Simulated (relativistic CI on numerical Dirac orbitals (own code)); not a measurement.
From line strength to rate: Cd 3466.20 Å (air)

Problem. For 5s 5p 3P°_1 – 5s 5d 3D_2 of Cd a semi-empirical relativistic CI calculation gives the line strength S = 13.33 e²a₀² in the length gauge. The measured levels are 30656.09 and 59497.87 cm⁻¹ (NIST Handbook). Find gf, f, A and the partial lifetime.

Working.
1. σ = 59497.87 − 30656.09 = 28841.78 cm⁻¹, so the vacuum wavelength is 10⁸/σ = 3467.19 Å.
2. gf = 303.756 S/λ(Å) = 1.168, log gf = 0.067; with g = 3 for the lower level, f = 0.389.
3. A = 2.02613 × 10¹⁸ S/(g_u λ³) with g_u = 5: A = 1.30 × 10^8 s⁻¹.
4. The partial lifetime for this S is 1/A = 7.72 ns; in the calculation this line carries 76 % of the decay of the upper level.

Check. The Handbook lists A = 1.20 × 10^8 s⁻¹, a tabulated value with its own uncertainty (a few per cent for the best lines, 25 % or more for others); ours lies 8 % above it. The velocity form of the same calculation gives S = 10.5, and the gap between the two forms is a rough gauge of the error in S. With the computed energy (28190 cm⁻¹) in place of the measured one the rate would change by the factor (σ_calc/σ)³ = 0.93.
